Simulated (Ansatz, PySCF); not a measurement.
This Ansatz (a quantum-chemistry and plane-wave program) input computes a PBE/def2-TZVPD energy:

Ansatz 0.2 input:
```yaml
crystal:
  periodic: [false, false, false]
  atoms:
    - {symbol: N, position_ang: [-1.07507719, 0.23822819, 0.43303185]}
    - {symbol: C, position_ang: [0.23242619, 0.27986572, -0.02358309]}
    - {symbol: O, position_ang: [0.90154781, -0.66954360, -0.33390847]}
    - {symbol: H, position_ang: [-1.71882519, 0.69123646, -0.22418744]}
    - {symbol: H, position_ang: [0.63742601, 1.31832075, 0.00573087]}
basis:
  gaussian:
    orbitals: def2-TZVPD
hamiltonian:
  xc: {name: PBE}
magnetization: {spin_polarized: true, initial_magnetization: 1}
output: {forces: true}
```

**Question.** Write an input for the same energy in PySCF and say what it gives.

**Answer.** 
```python
from pyscf import gto, scf, dft

mol = gto.M(
    atom='''
    N    -1.07507719    0.23822819    0.43303185
    C     0.23242619    0.27986572   -0.02358309
    O     0.90154781   -0.66954360   -0.33390847
    H    -1.71882519    0.69123646   -0.22418744
    H     0.63742601    1.31832075    0.00573087
    ''',
    basis='def2-tzvpd',
    charge=0,
    spin=1,
    verbose=4,
)

mf = dft.UKS(mol, xc='pbe').density_fit(auxbasis='def2-universal-jkfit')
mf.grids.level = 3
mf.conv_tol = 1e-9
mf.max_cycle = 100
mf.max_memory = 1500
mf.kernel()
if not mf.converged:
    mf = mf.newton()
    mf.kernel(mf.make_rdm1())
for _ in range(2):
    mo, _, stable, _ = mf.stability(return_status=True)
    if stable:
        break
    mf.kernel(mf.make_rdm1(mo, mf.mo_occ))
mf.analyze()
```
It gives -169.08831 Eh, and Ansatz -169.08826 Eh, a difference of 0.05 mEh, from the treatment of integrals and grids.

It need not be the lowest isomer of its formula.
